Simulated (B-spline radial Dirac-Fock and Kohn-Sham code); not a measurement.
Internal conversion coefficients of Cs at 101 keV

Z = 55 (cesium), transition energy 101 keV. Model: a Dirac-Hartree-Slater potential of the neutral atom with a Latter tail (no hole, which puts coefficients of high multipoles low close above an edge), finite nucleus with surface currents. Program: an atomic code on a B-spline grid. Subshells that would emit electrons below 1 keV are left out.

```csv
subshell,electron energy (keV),E2,E3,M1,M2,M5
K,65.02,1.17,6.04,0.755,6.94,1910
L1,95.29,0.107,0.482,0.0927,1.15,1080
L2,95.64,0.189,5.81,0.00687,0.133,321
L3,95.99,0.213,5.91,0.00156,0.185,3110
M1,99.79,0.0211,0.0974,0.0189,0.243,267
M2,99.93,0.0413,1.30,0.00151,0.0299,77.6
M3,100.00,0.0472,1.34,0.000343,0.0422,801
M4,100.26,0.000319,0.0173,8.07e-06,0.000427,18.2
M5,100.27,0.000336,0.0216,6.21e-06,7.48e-05,43.0
total,,1.81,21.7,0.882,8.80,7920
```

Question: For a pure E3 transition, what fraction of decays emits a photon?

Answer: 1/(1 + α) = 0.0441 with the total α = 21.7; the total includes the outer subshells that are not listed.

Values without a named source are computed, but for edge energies of neutral atoms, which are taken from tables.
